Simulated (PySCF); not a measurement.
**Correlation energy of Mo (molybdenum, neutral)**

[Kr] 4d5 5s1, high-spin 7S determinant. Calculation: PySCF 2.14, in x2c-SVPall (6s5p5d1f, 53 functions); the spin-free X2C one-electron Hamiltonian (Gaussian nucleus). Frozen: [Kr]; 6 electrons correlated.

MP2 pair energies summed by pair of shells (mhartree):

| pair | energy | share (%) |
| --- | --- | --- |
| 4d-4d | -47.71 | 79.6 |
| 4d-5s | -12.25 | 20.4 |

Total MP2 correlation energy: -59.96 mhartree.

Same-spin part -59.96 and opposite-spin part 0.00 mhartree; SCS-MP2 scales them by 1/3 and 6/5 to -19.99 mhartree.
